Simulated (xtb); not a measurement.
Cl₂H₅NSi₂, SMILES N[SiH2][SiH](Cl)Cl. All values are semi-empirical tight-binding results from xtb (GFN2-xTB unless named), good for trends rather than for accurate numbers. The structure is a stationary point at GFN2-xTB. This is a generated structure with no PubChem entry under its InChIKey; it may be hypothetical. Other conformers were not sampled.

Optimised geometry:

```xyz
10

Si     0.5132     0.6316     0.0000
Cl     1.3058    -0.3047     1.6293
Cl     1.3058    -0.3047    -1.6293
Si    -1.8144     0.5412     0.0000
N     -2.5330    -1.0241     0.0000
H      1.1397     1.9534     0.0000
H     -2.3368     1.1794    -1.2098
H     -2.3368     1.1794     1.2098
H     -2.4575    -1.6008     0.8233
H     -2.4575    -1.6008    -0.8233
```

Computed properties:
```json
{
  "point_group_as_xtb_finds_it": "Cs",
  "orbital_gap": "4.14 eV",
  "dipole_moment": "1.47 D",
  "zero_point_energy": "33.2 kcal/mol",
  "G − E(el) at 298.15 K (modified RRHO)": "10.9 kcal/mol",
  "static polarisability (D4 model)": "93.1 bohr³",
  "solvation energy, GFN2-xTB/ALPB(water)": "-4.6 kcal/mol",
  "solvation energy, GFN2-xTB/ALPB(dmf)": "-7.8 kcal/mol"
}
```

Q: Give the atomic charges and the Wiberg bond orders between heavy atoms. (Estimate from the structure and the level; the computed values follow.)

A: charges (e) Si1 0.46, Cl2 -0.27, Cl3 -0.27, Si4 0.41, N5 -0.40, H6 -0.06, H7 -0.09, H8 -0.09, H9 0.16, H10 0.16. Bond orders Si1–Cl2 1.08, Si1–Cl3 1.08, Si1–Si4 0.76, Si4–N5 1.20.
